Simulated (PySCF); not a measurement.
# Frontier levels across methods

C6H14O.
Atom-mapped SMILES: `[CH3:1][CH2:2][CH2:3][CH2:4][CH2:5][CH2:6][OH:7]` (hydrogens: H8, H9, H10 on C1; H11, H12 on C2; H13, H14 on C3; H15, H16 on C4; H17, H18 on C5; H19, H20 on C6; H21 on O7)

Geometry (PBE0-D3(BJ)/def2-SVP, Å), atoms numbered from 1 in this order:
```xyz
21
C6H14O angstrom
C     -3.4844   -0.0392    0.1763
C     -2.1256    0.5443   -0.1763
C     -0.9618   -0.3619    0.2005
C      0.4029    0.2138   -0.1487
C      1.5641   -0.6929    0.2292
C      2.9264   -0.1126   -0.1120
O      3.9878   -0.9790    0.1848
H     -3.5695   -0.2280    1.2587
H     -4.3050    0.6366   -0.1084
H     -3.6516   -0.9999   -0.3370
H     -2.0824    0.7571   -1.2593
H     -1.9996    1.5214    0.3230
H     -1.0838   -1.3405   -0.2985
H     -1.0018   -0.5754    1.2845
H      0.4421    0.4252   -1.2328
H      0.5227    1.1933    0.3494
H      1.4669   -1.6705   -0.2736
H      1.5260   -0.9030    1.3152
H      2.9827    0.0860   -1.1951
H      3.0454    0.8714    0.3888
H      3.9568   -1.1699    1.1279
```

Basis pcSseg-1 throughout (PySCF), one geometry. Isolated species at its PBE0-D3(BJ)/def2-SVP geometry (one conformer only).

How do the orbital energies, the gap and the dipole change with the method?

| method | kind | HOMO (eV) | LUMO (eV) | gap (eV) | μ (D) | SCF cycles |
| --- | --- | --- | --- | --- | --- | --- |
| OPBE | GGA | -5.94 | 0.76 | 6.71 | 1.62 | 13 |
| PBE | GGA | -5.98 | 0.51 | 6.48 | 1.64 | 14 |
| B97-D | GGA | -6.03 | 0.65 | 6.68 | 1.66 | 13 |
| KT2 | GGA | -6.17 | 0.47 | 6.64 | 1.62 | 14 |
| B3LYP | global hybrid | -7.40 | 1.03 | 8.43 | 1.73 | 12 |
| PBE0 | global hybrid | -7.67 | 1.38 | 9.05 | 1.75 | 12 |
| mPW1PW91 | global hybrid | -7.71 | 1.39 | 9.10 | 1.76 | 12 |
| CAM-B3LYP | range-separated hybrid | -9.13 | 2.21 | 11.34 | 1.78 | 12 |

The HOMO spans 3.19 eV, from OPBE down to CAM-B3LYP, and the gap runs from 6.48 eV (PBE) to 11.34 eV (CAM-B3LYP). Over the methods OPBE (0 %), PBE (0 %), B97-D (0 %), KT2 (0 %), B3LYP (20 %), PBE0 (25 %), mPW1PW91 (25 %), a straight line through the gap against the share of exact exchange rises by 0.96 eV for each 10 % (correlation coefficient 0.997). The dipole ranges from 1.62 D (KT2) to 1.78 D (CAM-B3LYP). This basis has no diffuse functions.

The vertical ΔSCF ionisation energy at CAM-B3LYP/def2-SVPD is 10.27 eV; −ε(HOMO) comes closest to it with CAM-B3LYP (9.13 eV).
